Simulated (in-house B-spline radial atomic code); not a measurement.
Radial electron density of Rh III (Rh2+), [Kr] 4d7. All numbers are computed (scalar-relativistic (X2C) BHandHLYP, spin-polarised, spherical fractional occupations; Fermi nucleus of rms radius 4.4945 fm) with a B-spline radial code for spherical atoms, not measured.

Caution: exact exchange at fractional occupations of open shells leaves self-interaction of up to several eV.

One-electron X2C: radii and densities carry no picture-change correction, so inner-shell <1/r> comes out high (for 1s by about 2 % at Z = 33, 5 % at 54, 10 % at 75, 30 % at 118) and <r> low.

Columns: r (bohr), 4πr²n(r) (electrons per bohr), bar.

```
0.000988    1.467 #
 0.00121    2.048 #
 0.00147     2.81 ##
  0.0018    3.887 ##
 0.00219    5.292 ###
 0.00268    7.221 ####
 0.00327    9.723 ######
 0.00399    12.95 ########
 0.00488    17.09 ##########
 0.00595    22.09 ##############
 0.00727    28.06 #################
 0.00888    34.78 #####################
  0.0108    41.69 ##########################
  0.0132    48.45 ##############################
  0.0162    54.04 #################################
  0.0197    57.17 ###################################
  0.0241    57.44 ###################################
  0.0294    54.93 ##################################
  0.0359    51.11 ###############################
  0.0438    48.68 ##############################
  0.0535    50.39 ###############################
  0.0653    57.15 ###################################
  0.0798    66.27 #########################################
  0.0974    71.76 ############################################
   0.119    68.69 ##########################################
   0.145    58.32 ####################################
   0.177     48.5 ##############################
   0.216    47.41 #############################
   0.264    53.73 #################################
   0.323    56.38 ###################################
   0.394    47.09 #############################
   0.481    30.34 ###################
   0.587    17.69 ###########
   0.717    14.33 #########
   0.875    15.48 #########
    1.07    14.66 #########
    1.31    10.69 #######
    1.59    6.341 ####
    1.95    3.031 ##
    2.38    1.253 #
     2.9   0.4348 
    3.54   0.1164 
    4.32  0.02201 
    5.28 0.002607
```

On this grid the curve has 4 maxima, near 0.0241, 0.0974, 0.323, 0.875 bohr.

The 4d up radial function P(r) = rR(r), positive near the nucleus:

| r (bohr) | P |
| --- | --- |
| 0.0108 | 0.000911 |
| 0.0162 | 0.002749 |
| 0.0241 | 0.007865 |
| 0.0359 | 0.02154 |
| 0.0535 | 0.05493 |
| 0.0798 | 0.1263 |
| 0.119 | 0.2487 |
| 0.177 | 0.3899 |
| 0.264 | 0.4277 |
| 0.394 | 0.1895 |
| 0.587 | -0.3253 |
| 0.875 | -0.8011 |
| 1.31 | -0.8666 |
| 1.95 | -0.5694 |
| 2.9 | -0.2294 |
| 4.32 | -0.04728 |
